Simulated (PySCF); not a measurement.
Isomers of C3H7FSi. Method: PBE0-D3(BJ)/def2-SVP geometry optimisation, gas phase (PySCF 2.14.0). Energies are electronic, without zero-point or thermal terms, for one conformer each. No frequencies were run at this level. Point groups hold within 0.08 Å.

Task: Rank from lowest to highest electronic energy at this level (kJ/mol).
A. `[F:1][C@H:2]1[CH2:3][CH2:4][SiH2:5]1` with F1–C2–C3–C4 152°, C2–C3–C4–Si5 -27°, C3–C4–Si5–C2 21°, F1–C2–Si5–C4 -140°
B. `[F:1][SiH:2]1[CH2:3][CH2:4][CH2:5]1` with F1–Si2–C3–C4 138°, Si2–C3–C4–C5 -24°, C3–C4–C5–Si2 24°, F1–Si2–C5–C4 -138°

Result: B (0.0), A (207.2).

As drawn, the lower has an Si–F bond, which the higher lacks.

```csv
SMILES,E (Eh),E rel (kJ/mol),dipole (D),point group,"A, B, C (MHz)"
F[SiH]1CCC1,-507.30453,0.0,1.71,Cs,"7931, 3042, 2544"
F[C@H]1CC[SiH2]1,-507.22560,207.2,1.78,C1,"6214, 3428, 2447"
```

Task: How do the relative energies change in single points at PBE/pcSseg-2 (no added dispersion term) on the same geometries?

Result: 
```csv
SMILES,PBE0-D3(BJ)/def2-SVP (kJ/mol),PBE/pcSseg-2 (kJ/mol),shift
F[SiH]1CCC1,0.0,0.0,0.0
F[C@H]1CC[SiH2]1,207.2,220.4,+13.2
```

Each column counts from its own lowest isomer. The order is unchanged; the largest shift is 13.2 kJ/mol.
